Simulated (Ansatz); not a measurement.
Reaction (hydrogenolysis of a C–Cl bond): `O[CH](Cl)[GeH3]` + H₂ → `O[CH2][GeH3]` + HCl

Computed with Ansatz on PBE0-D4/def2-TZVP structures; ΔE is electronic, products minus reactants. CCSD(T)/CBS is the MP2 limit (def2-TZVPP, def2-QZVPP) plus CCSD(T) − MP2 in def2-TZVPP, frozen cores. This one scheme is used for every species. DFT in def2-TZVPP. B3LYP here is the variant with VWN-RPA as its local correlation; programs differ in this. HSE06 is defined as in plane-wave codes. For Ge outer-core shells are correlated without core-valence functions, which leaves a few kJ/mol of doubt a bond. Scalar relativity is left out up to krypton. One conformer a species, not always the lowest.

CCSD(T)/CBS gives -0.64 eV.

Problem. Another level gave -0.62 eV. Which?
A. B3LYP/def2-TZVPP
B. HSE06-D4/def2-TZVPP
C. BHLYP/def2-TZVPP
D. BLYP-D4/def2-TZVPP

Solution. B. HSE06-D4 -0.62, BHLYP -0.77, B3LYP -0.69, BLYP-D4 -0.51 eV.

Largest T1 diagnostic among the species: 0.011.

In def2-TZVPP, CCSD(T) changes the Hartree–Fock value by +0.20 eV (the triples alone add +0.07 eV) and MP2 by +0.25 eV. From PBE to PBE0 (25 % exact exchange), in def2-TZVPP and without D4, ΔE moves by −0.09 eV.
